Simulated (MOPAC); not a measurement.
Input file for MOPAC: AM1 on FHSi (SMILES F[SiH]), a point of a bond scan (R = 3.240 Å).

```
AM1 1SCF PRECISE CHARGE=0 THREADS=1
FHSi

Si    -0.20727404 1    -0.34538525 1     0.44957300 1
H     -1.00310898 1    -1.19489806 1    -0.55576776 1
F      1.07503972 1     1.68545005 1    -1.72474062 1
```

It printed:

```
*******************************************************************************
 **                                                                           **
 **                              MOPAC v23.2.5                                **
 **                                                                           **
 *******************************************************************************
 ** MOPAC's Digital Object Identifier: https://doi.org/10.5281/zenodo.6511958 **
 **                                                                           **
 ** Please cite the open-source release paper for use of this MOPAC version:  **
 ** J. E. Moussa and J. J. P. Stewart (2026)                                  **
 ** MOPAC: An open-source semiempirical molecular orbital program             **
 ** J. Open Source Softw., 11(119), 8025, https://doi.org/10.21105/joss.08025 **
 *******************************************************************************

                              AM1 CALCULATION RESULTS

 *******************************************************************************
 *  AM1        - The AM1 Hamiltonian to be used
 *
 *
 *
 *                 CHARGE ON SYSTEM = 0
 *
 *
 *
 *  PRECISE    - TIGHTER CRITERIA TO BE USED
 *  1SCF       - DO 1 SCF AND THEN STOP
 *  THREADS=1  - MULTI-THREADING NOT USED
 *  T=         - A TIME OF 172800.0 SECONDS REQUESTED
 *  DUMP=N     - RESTART FILE WRITTEN EVERY 7200.0 SECONDS REQUESTED
 *******************************************************************************
AM1 1SCF PRECISE CHARGE=0 THREADS=1
 FHSi

   ATOM   CHEMICAL          X               Y               Z
  NUMBER   SYMBOL      (ANGSTROMS)     (ANGSTROMS)     (ANGSTROMS)

     1      Si         -0.20727404  *  -0.34538525  *   0.44957300  *
     2       H         -1.00310898  *  -1.19489806  *  -0.55576776  *
     3       F          1.07503972  *   1.68545005  *  -1.72474062  *



          CARTESIAN COORDINATES

    NO.       ATOM           X           Y           Z

     1        Si         -0.2073     -0.3454      0.4496
     2         H         -1.0031     -1.1949     -0.5558
     3         F          1.0750      1.6855     -1.7247

  H: (AM1): M.J.S. DEWAR ET AL, J. AM. CHEM. SOC. 107 3902-3909 (1985)
  F: (AM1): M.J.S. DEWAR AND E. G. ZOEBISCH, THEOCHEM, 180, 1 (1988).
 Si: (AM1): M.J.S.DEWAR, C. JIE, ORGANOMETALLICS, 6, 1486-1490 (1987).

           Empirical Formula: H Si F  =     3 atoms



      MOLECULAR POINT GROUP   :   Cs


      RHF CALCULATION, NO. OF DOUBLY OCCUPIED LEVELS = 6


 -------------------------------------------------------------------------------
 AM1 1SCF PRECISE CHARGE=0 THREADS=1
 FHSi



     1SCF WAS SPECIFIED, SO BFGS WAS NOT USED
     SCF FIELD WAS ACHIEVED


                              AM1 CALCULATION
                                                       MOPAC v23.2.5 Linux




          FINAL HEAT OF FORMATION =        132.85247 KCAL/MOL =     555.85475 KJ/MOL


          COSMO AREA              =        100.01 SQUARE ANGSTROMS
          COSMO VOLUME            =         83.27 CUBIC ANGSTROMS

          IONIZATION POTENTIAL    =          8.295542 EV
          HOMO LUMO ENERGIES (EV) =         -8.296 -2.459
          NO. OF FILLED LEVELS    =          6
          MOLECULAR WEIGHT        =         48.0918         POINT GROUP:  Cs

          MOLECULAR DIMENSIONS (Angstroms)

            Atom       Atom       Distance
            F     3    H     2     3.73920
            H     2   Si     1     1.32423
            H     2    F     3     0.00000


          SCF CALCULATIONS        =          1





   ATOM   CHEMICAL          X               Y               Z
  NUMBER   SYMBOL      (ANGSTROMS)     (ANGSTROMS)     (ANGSTROMS)

     1      Si         -0.20727404  *  -0.34538525  *   0.44957300  *
     2       H         -1.00310898  *  -1.19489806  *  -0.55576776  *
     3       F          1.07503972  *   1.68545005  *  -1.72474062  *

                             CARTESIAN COORDINATES

   1   Si       -0.207274040    -0.345385250     0.449573000
   2    H       -1.003108980    -1.194898060    -0.555767760
   3    F        1.075039720     1.685450050    -1.724740620


           Empirical Formula: H Si F  =     3 atoms



      MOLECULAR POINT GROUP   :   Cs


                  EIGENVALUES
 -39.20027 -14.48455 -10.00015  -9.47919  -9.47003  -8.29554  -2.45876  -1.97918
   0.64676


              NET ATOMIC CHARGES AND DIPOLE CONTRIBUTIONS

  ATOM NO.   TYPE          CHARGE      No. of ELECS.   s-Pop       p-Pop
    1         Si           0.897273        3.1027     1.78644     1.31629
    2          H          -0.312096        1.3121     1.31210
    3          F          -0.585177        7.5852     1.99855     5.58663
 DIPOLE           X         Y         Z       TOTAL
 POINT-CHG.    -2.411    -4.435     7.618     9.139
 HYBRID        -0.925    -0.733    -2.622     2.876
 SUM           -3.336    -5.168     4.996     7.924


          ATOMIC ORBITAL ELECTRON POPULATIONS

     Atom    s        px        py        pz
    1 Si   1.78644   0.24375   0.33631   0.73623
    2  H   1.31210
    3  F   1.99855   1.93282   1.83656   1.81726

 **********************
 *                    *
 * JOB ENDED NORMALLY *
 *                    *
 **********************




 == MOPAC DONE ==
```

The run finished.

Cost: around 0.020 core-seconds (rough).
